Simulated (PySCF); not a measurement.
Species: C6H16O2Si.
SMILES with atom numbers: `[CH3:1][CH2:2][O:3][Si:4]([CH3:5])([CH3:6])[O:7][CH2:8][CH3:9]`

A calculation gives these core lines: C 1s: 289.94 (area 2), 290.58 (area 2), 292.12 (area 2) eV; O 1s: 537.41 eV; Si 1s: 1846.90 eV; Si 2p3/2: 106.80 eV.

Computed, not measured: delta-SCF UKS SCAN, pcX-2 on the ionised atom, pcseg-1 elsewhere, spin-free X2C in PySCF. Geometry: PBE0-D3(BJ)/def2-SVP, one conformer, isolated molecule.

Which carbon gives which C 1s line?

289.94 eV: C5/C6 (Si-methyl carbon); 290.58 eV: C1/C9 (methyl carbon); 292.12 eV: C2/C8 (sp3 carbon bound to oxygen). Lowest listed C 1s: C5/C6, bonded to 3 H and Si. Highest, 2.18 eV above it: C2/C8, bonded to O, C and 2 H. Summing the Pauling electronegativity differences to the bonded atoms, each weighted by its formal bond order, gives -1.70 for the lowest site and +0.19 for the highest; no listed site has a larger sum than the highest.

Bonded neighbours of each site: C1/C9: C and 3 H; C2/C8: O, C and 2 H; O3/O7: C and Si; Si4: 2 O and 2 C; C5/C6: 3 H and Si.

What is the C 1s shift of C1/C9 against C5/C6?

290.58 − 289.94 = +0.64 eV, or +62 kJ/mol.

Topologically equivalent atoms share the value of their first member; where this conformer doesn't relate them by symmetry, their own values could differ. Spin–orbit and ligand-field terms were added within each 2p shell after the spin-free SCF. 2p1/2 minus 2p3/2 (ligand field included): Si 0.63 eV.

Hardware: one thread, Intel Xeon Platinum 8375C at 2.90 GHz (x86_64), shared host with 128 logical CPUs at a one-minute load of 59. Cost: 2.1 min, 1.0 GiB resident at most.

Shape of the structure used: `[CH3:1][CH2:2][O:3][Si:4]([CH3:5])([CH3:6])[O:7][CH2:8][CH3:9]`: C1–C2–O3–Si4 -179°, C2–O3–Si4–C5 71°, O3–Si4–O7–C8 53°, Si4–O7–C8–C9 -168°.
